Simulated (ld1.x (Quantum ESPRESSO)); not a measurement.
u(r) = r·R(r): atom against pseudo-atom (copper (Cu))

Columns: radius, all-electron u(r) and pseudo u(r) of the 3d shell (level -5.01 eV) of copper in the configuration [Ar] 3d10 4s1 4p0; BLYP, scalar-relativistic, RRKJ scheme, ld1.x (Quantum ESPRESSO) 7.5.

| r (bohr) | all-electron | pseudo |
| --- | --- | --- |
| 0.175 | 0.3096 | 0.1453 |
| 0.350 | 0.7666 | 0.6884 |
| 0.525 | 0.9564 | 1.0285 |
| 0.700 | 0.9530 | 0.9768 |
| 0.875 | 0.8698 | 0.8698 |
| 1.050 | 0.7668 | 0.7668 |
| 1.225 | 0.6674 | 0.6674 |
| 1.400 | 0.5787 | 0.5787 |
| 1.575 | 0.5020 | 0.5020 |
| 1.750 | 0.4363 | 0.4363 |
| 1.925 | 0.3802 | 0.3802 |
| 2.100 | 0.3322 | 0.3322 |
| 2.275 | 0.2910 | 0.2910 |
| 2.450 | 0.2556 | 0.2556 |
| 2.625 | 0.2250 | 0.2250 |
| 2.800 | 0.1984 | 0.1984 |
| 2.975 | 0.1753 | 0.1753 |
| 3.150 | 0.1551 | 0.1551 |
| 3.325 | 0.1375 | 0.1375 |
| 3.500 | 0.1220 | 0.1220 |
| 3.675 | 0.1083 | 0.1083 |
| 3.850 | 0.0963 | 0.0963 |
| 4.025 | 0.0857 | 0.0857 |
| 4.200 | 0.0763 | 0.0763 |
| 4.375 | 0.0680 | 0.0680 |
| 4.550 | 0.0606 | 0.0606 |

(1) How many radial nodes do the two functions have?

(2) At about which radius was the pseudo-wave matched?

(3) Where does each function peak?

(4) Is the pseudo-wave norm-conserving?

Answers

(1) The all-electron 3d function has n − l − 1 = 0; the pseudo-wave has 0.

(2) 0.90 bohr, where the columns begin to agree (steps of 0.17 bohr).

(3) Outermost all-electron maximum near 0.53 bohr, pseudo maximum near 0.53 bohr (to the table’s step).

(4) Yes: the RRKJ scheme keeps the norm inside the radius equal to the all-electron one, which fixes the energy derivative of the logarithmic derivative at the level.
